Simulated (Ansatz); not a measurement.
Ideal-gas functions of BClGaH$_{3}$ (`Cl[BH][GaH2]`) at 600 K and 1 bar, from an Ansatz frequency run at PBE0-D4/def2-TZVP.

Molar mass 119.01 g/mol, point group Cs (symmetry number 1), electronic degeneracy 1, moments of inertia 17.003, 274.708, 284.463 u Å². Harmonic wavenumbers (cm⁻¹, unscaled): 122, 158, 322, 455, 600, 716, 752, 838, 1038, 1950, 1951, 2616.

Use S(trans) = R[1.5 ln M + 2.5 ln T − 1.1517]; rotational temperatures θ = 24.2544 K / I; S(rot) = R[ln(√π/σ · √(T³/θAθBθC)) + 1.5]; for each mode x = 1.438777 ν̃/T, S = R[x/(eˣ − 1) − ln(1 − e⁻ˣ)] and H = RT x/(eˣ − 1); 1 cm⁻¹ = 0.0119627 kJ/mol; R = 8.31446 J/(mol·K).

By hand: the entropy, in J/(mol·K).

Translation 183.0. Rotation: θ = 1.4265, 0.0883, 0.0853 K, giving 115.9. Vibration, mode by mode: 18.56, 16.43, 10.67, 7.99, 5.97, 4.77, 4.45, 3.78, 2.59, 0.44, 0.44, 0.11, in all 76.2. Electronic 0.0. Sum 375.1 J/(mol·K).

By hand: H − E and G − E in kJ/mol, counted from the electronic energy.

Zero-point energy ½ × 11518 × 0.0119627 = 68.9; thermal vibration 23.5; translation, rotation and pV give 4 RT = 20.0. H − E = 112.4 kJ/mol, and G − E = 112.4 − 600 × 375.1/1000 = -112.7 kJ/mol.

Vibration gives 20 % of the entropy, 18.6 J/(mol·K) of it from the mode under 150 cm⁻¹: soft modes count most, and the harmonic formula is weakest for them.
